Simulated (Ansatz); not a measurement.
Mulliken charges of AlBH$_{5}$NSiZn (`[NH2][Al]1[SiH2][B]1[ZnH]`) from ωB97M-V/def2-TZVPP in Ansatz (PBE0-D4/def2-TZVP geometry).

| atom | x (Å) | y (Å) | z (Å) | charge (e) |
| --- | --- | --- | --- | --- |
| N1 | -2.580 | 0.859 | -0.018 | -0.351 |
| Al2 | -0.870 | 0.481 | -0.193 | 0.203 |
| Si3 | 0.927 | -1.230 | 1.055 | -0.103 |
| B4 | 1.028 | -0.003 | -0.322 | 0.041 |
| Zn5 | 2.491 | 0.568 | -1.566 | 0.105 |
| H6 | -3.332 | 0.339 | -0.442 | 0.119 |
| H7 | -2.953 | 1.587 | 0.570 | 0.119 |
| H8 | -0.324 | -1.496 | 1.841 | -0.037 |
| H9 | 1.989 | -2.120 | 1.610 | -0.020 |
| H10 | 3.624 | 1.015 | -2.535 | -0.077 |

By hand: the dipole of these point charges (1 e Å = 4.8032 D).

Σ q r = (-0.118, 0.231, -0.209) e Å, of length 0.333 e Å = 1.60 D.

How does the dipole of the full density compare? (Best estimate.)

Ansatz gave: (-0.907, 0.168, 0.141) e Å, 4.48 D; the point charges give 0.36 times that, at 68° from its direction.

Point charges leave out the atoms' own dipoles, such as those of lone pairs, and Mulliken's split depends on the basis, so the two needn't agree.
